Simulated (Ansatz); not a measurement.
`O=[C](S)[SbH2]` + `CC[O][GaH2]` → `[GaH2][O][SbH2]` + `CCC(=O)S`  (formal exchange of groups at the Sb–C bond)

Computed with Ansatz on PBE0-D4/def2-TZVP structures; ΔE is electronic, products minus reactants. CCSD(T)/CBS adds triple-zeta CCSD(T) − MP2 to the extrapolated MP2 energy (def2 sets, frozen cores). Functionals use def2-TZVPP. B3LYP here is the variant with VWN-RPA as its local correlation; programs differ in this. def2 core potentials past Kr. For Ga, Sb outer-core shells are correlated without core-valence functions, which leaves a few kJ/mol of doubt a bond. Scalar relativity is left out up to krypton. Each species was taken in one conformer, which may not be the lowest.

CCSD(T)/CBS gives -102.6 kJ/mol.

Task: Another level gave -101.5 kJ/mol. Which?
A. B3LYP/def2-TZVPP
B. PBE-D4/def2-TZVPP
C. B2PLYP/def2-TZVPP
D. SCS-MP2/def2-TZVPP

Result: C. B2PLYP -101.5, PBE-D4 -86.3, B3LYP -96.3, SCS-MP2/def2-TZVPP -106.7 kJ/mol.

Largest T1 diagnostic among the species: 0.017.

In def2-TZVPP, CCSD(T) changes the Hartree–Fock value by +17.4 kJ/mol (the triples alone add +3.4 kJ/mol) and MP2 by +12.5 kJ/mol. From PBE to PBE0 (25 % exact exchange), in def2-TZVPP and without D4, ΔE moves by −8.4 kJ/mol.
